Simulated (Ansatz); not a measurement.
Cost and result for the atomization energy of AlH$_{7}$OSiSn, SMILES `[OH][Al]([SiH3])[SnH3]` (11 atoms, 10 bonds).

```
atom   x (Å)   y (Å)   z (Å)
  O1  -2.259   0.480  -0.302
 Al2  -0.615   0.092  -0.121
 Si3   0.391  -1.701  -1.476
 Sn4   0.631   1.574   1.695
  H5  -2.845   0.034  -0.912
  H6  -0.595  -2.376  -2.368
  H7   1.000  -2.745  -0.600
  H8   1.483  -1.160  -2.336
  H9   0.470   3.250   1.390
 H10   2.311   1.249   1.757
 H11   0.027   1.302   3.273
```

Charge 0, multiplicity 1. Correlated methods include outer-core shells of Sn, which these sets cover unevenly. Sn: def2 effective core potential. Geometry: relaxed with PBE0-D4/def2-TZVP. It is one conformer, not always the lowest. Program: Ansatz. All runs use 4 threads of an Arm Neoverse V1 on a shared host. Times are those of one run each, without the atoms' runs, and a repeat can differ threefold. Electronic energies, without spin–orbit coupling; frozen cores. CCSD(T)/CBS adds CCSD(T) − MP2 in def2-TZVPP to the MP2 limit, and its time is that of the two runs behind it. T1 = 0.014. With those shells the extrapolation isn't a true limit. B3LYP takes the VWN-RPA correlation (the form of Gaussian; ORCA's B3LYP/G).

CCSD(T)/CBS is a level of theory with its own doubt, some kJ/mol a heavy atom from the limit and from the frozen cores, so smaller differences don't rank the functionals.

```tsv
level	functions	wall time	atomization (kcal/mol)	difference from CCSD(T)/CBS	per bond
PBE-D4/def2-TZVPP (with forces)	263	2.7 s	729.1	-13.7	-1.4
PBE0-D4/def2-TZVPP	263	3.8 s	723.2	-19.6	-2.0
B3LYP-D4/def2-TZVPP (with forces)	263	5.5 s	731.9	-10.9	-1.1
r2SCAN-D4/def2-TZVPP (with forces)	263	6 s	736.2	-6.6	-0.7
B2PLYP/def2-TZVPP	263	7 s	722.7	-20.1	-2.0
ωB97X-V/def2-TZVPP	263	10 s	743.3	0.5	0.1
ωB97M-V/def2-TZVPP (with forces)	263	14 s	734.7	-8.1	-0.8
MP2/def2-QZVPP	489	24 s	727.6	-15.2	-1.5
CCSD(T)/def2-TZVPP	263	3.8 min	722.3	-20.5	-2.0
CCSD(T)/CBS(def2)	–	4.1 min	742.8	0.0	0.0
```

From PBE to PBE0 (25 % exact exchange), in def2-TZVPP and without D4, the atomization energy moves by −5.2 kcal/mol: exact exchange takes away binding that semilocal exchange gives to molecules. The D4 term adds +8.5 kcal/mol with B3LYP and +4.5 kcal/mol with PBE0; it sums over pairs of atoms, weighted by their polarisabilities, and B3LYP, whose exchange is more repulsive, gets the larger term. In def2-TZVPP, CCSD(T) changes the Hartree–Fock value by +186.1 kcal/mol (the triples alone add +8.6 kcal/mol) and MP2 by +179.2 kcal/mol; breaking electron pairs costs correlation energy, which Hartree–Fock lacks.

Spin–orbit coupling would lower the free Sn atoms strongly, and the atomization energy with them, by more than many differences here. For some Ge, Se and Sn compounds the MP2-based and the directly extrapolated limit differ by 10 to 25 kJ/mol.
